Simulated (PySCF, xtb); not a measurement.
1-silylprop-2-en-1-one (C₃H₆OSi), SMILES C([SiH3])(C=C)=O.

Coordinates come from a ωB97X-D3(BJ)/def2-SVP optimisation. One conformer was computed; it need not be the lowest.

The numbers are results of C-PCM-PBE0/def2-SVP (PySCF), not measurements.

The values are the electrostatic part of the solvation free energy, E(continuum) − E(gas) at the gas-phase geometry, in a cavity of scaled van der Waals radii (PySCF's table); cavitation and dispersion terms are not included. In vacuum the orbital gap is 4.81 eV. The dipole moment in vacuum is 2.28 D.

Computed values in water (ε = 78.36), acetonitrile (ε = 35.69), cyclohexanone (ε = 15.62):
```tsv
solvent	ε	ΔG(elec) (kcal/mol)	dipole (D)	gap (eV)
water	78.36	-3.6	3.04	4.92
acetonitrile	35.69	-3.5	3.03	4.92
cyclohexanone	15.62	-3.4	2.99	4.91
```

For comparison, GFN2-xTB/ALPB(water) (xtb, at the GFN2-xTB geometry, all terms of that model) gives -1.8 kcal/mol.
